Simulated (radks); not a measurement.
Values are calculated unless marked as measured or tabulated.
Species: the lanthanum ion La3+. Configuration: [Xe] (the NIST ground configuration). Level of theory: Dirac Kohn-Sham, PBE, spin-unpolarised, spherical densities, point nucleus (a radial shooting solver on a logarithmic mesh with Libxc functionals).

Radial electron density D(r) = 4 pi r^2 rho(r):

r (bohr)  D(r) (e/bohr)
0.004054          23.54
0.004681          28.48
0.005363          33.74
0.006194          39.90
0.007097          46.12
0.00813           52.55
0.00939           59.26
0.01076           65.13
0.01242           70.37
0.01423           73.96
0.01631           75.88
0.01883           75.94
0.02158           74.29
0.02492           71.36
0.02855           68.48
0.03271           66.73
0.03777           67.42
0.04328           71.25
0.04998           78.41
0.05726           86.66
0.0656            93.94
0.07576           97.68
0.0868            95.74
0.09945           88.88
0.1148            79.41
0.1316            72.75
0.152             71.79
0.1741            76.49
0.1995            82.45
0.2304            83.50
0.2639            75.49
0.3048            59.11
0.3492            42.63
0.4001            31.95
0.462             29.60
0.5293            32.53
0.6113            34.62
0.7004            31.91
0.8024            25.25
0.9267            17.43
1.062             12.11
1.226             9.273
1.405             8.086
1.609             7.006
1.859             5.353
2.129             3.534
2.459             1.876
2.818            0.8494
3.228            0.3144
3.728           0.08564
4.271           0.01912
4.933          0.002818
5.651         0.0003265

D(r) has 4 maxima, at r = 0.0175, 0.0776, 0.220, 0.606 bohr, and minima at 0.0340, 0.144, 0.447 bohr, inside which lie 2.02, 11.15, 28.97 electrons.
